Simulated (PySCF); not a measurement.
Vibration and rotation of PAu

UHF-CCSD(T) constants of PAu, ³Σ⁻ (triplet), unpaired electrons π ↑↑ (basis P def2-TZVPP, Au def2-TZVPP with ECP60; scalar-relativistic core potentials; PySCF 2.14; masses 30.9738 and 196.9666 u):

```
ωe                      : 381.5 cm⁻¹
ωexe                    : 1.46 cm⁻¹
Be                      : 0.12849 cm⁻¹
αe                      : 0.000652 cm⁻¹
D (centrifugal)         : 5.83e-08 cm⁻¹
De to P + Au (5d10 6s1) : 2.28 eV
```

(1) Give the vibrational terms G(v) and spacings up to v = 3.

(2) How well does the Morse estimate ωe²/(4ωexe) reproduce De, and what is D0?

Correlated steps freeze 5 core orbitals. These are scalar-relativistic numbers at best; spin–orbit coupling would shift them, the dissociation energy most. With d or f electrons several states lie close, and the lowest PBE0 determinant need not be the measured ground state.

Answers

(1) G(v) = ωe(v+½) − ωexe(v+½)².

```json
{"v": "0", "G(v) (cm⁻¹)": "190", "G(v) − G(v−1)": "", "Bv (cm⁻¹)": "0.1282"}
{"v": "1", "G(v) (cm⁻¹)": "569", "G(v) − G(v−1)": "379", "Bv (cm⁻¹)": "0.1275"}
{"v": "2", "G(v) (cm⁻¹)": "945", "G(v) − G(v−1)": "376", "Bv (cm⁻¹)": "0.1269"}
{"v": "3", "G(v) (cm⁻¹)": "1317", "G(v) − G(v−1)": "373", "Bv (cm⁻¹)": "0.1262"}
```

(2) It gives 3.09 eV, 136 % of the computed De. D0 = De − G(0) = 2.28 − 0.02 = 2.26 eV.
